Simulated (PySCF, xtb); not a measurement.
C2H9ClSi3, SMILES C1[SiH2][Si@H](C1)[SiH2]Cl. One conformer was computed; it need not be the lowest.

Harmonic wavenumbers (cm⁻¹) from GFN2-xTB in xtb at its own minimum, in rising order: 21, 49, 67, 112, 148, 326, 338, 389, 412, 450, 479, 485, 517, 573, 590, 618, 666, 682, 709, 735, 761, 806, 815, 1021, 1033, 1166, 1229, 1246, 1486, 1503, 2071, 2185, 2196, 2201, 2230, 2970, 2988, 2996, 3007.

Question: What does B3LYP-D3(BJ)/def2-SVP (PySCF) give at its own minimum? (An estimate is asked for; the answer gives what the named calculation found.)

Answer: 24, 63, 89, 150, 193, 347, 383, 437, 454, 485, 533, 543, 613, 644, 657, 691, 720, 723, 757, 832, 842, 932, 943, 948, 1014, 1090, 1194, 1233, 1424, 1435, 2201, 2207, 2208, 2217, 2220, 3040, 3043, 3093, 3103. Paired by order, the mean absolute difference is 55 cm⁻¹ and the zero-point energies are 60.4 and 62.5 kcal/mol.
